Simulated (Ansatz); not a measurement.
C2H5AlSn (`[SnH3][C]1=[CH][AlH]1`), relaxed with RKS PBE-D4/def2-SVP in Ansatz from a rough embedded geometry. The force threshold is 0.03 eV/Å; the program also tests the step.

The species carries charge 0 and has multiplicity 1. Sn takes the def2 core potential.

Start:

```xyz
9

Sn    0.297   -1.623   -0.372
C     0.059    0.373    0.124
C     0.707    1.616    0.394
Al   -1.126    1.747    0.330
H     1.796   -2.275    0.350
H    -1.075   -2.590    0.314
H     0.321   -1.873   -2.105
H     1.615    2.191    0.418
H    -2.595    2.434    0.546
```

```
step  energy (eV)  largest force (eV/Å)  largest move (Å)
   1  -14569.5710                 2.852             0.000
   2  -14570.0022                 0.863             0.193
   3  -14570.1294                 0.561             0.118
   4  -14570.1761                 0.293             0.200
   5  -14570.1868                 0.305             0.197
   6  -14570.1967                 0.248             0.084
   7  -14570.2020                 0.057             0.078
   8  -14570.2037                 0.091             0.083
   9  -14570.2038                 0.212             0.122
  10  -14570.2048                 0.148             0.036
  11  -14570.2063                 0.007             0.034
  12  -14570.2065                 0.007             0.033
  13  -14570.2067                 0.012             0.049
```

End:

```xyz
9

Sn    0.361   -1.627   -0.403
C    -0.220    0.397    0.069
C     0.526    1.449    0.567
Al   -1.258    1.966    0.288
H     2.046   -1.875   -0.061
H    -0.585   -2.739    0.529
H     0.069   -1.942   -2.081
H     1.601    1.476    0.837
H    -2.539    2.896    0.256
```

Run time 12 s (4 threads of a server CPU on a shared host); peak host memory 0.14 GiB.
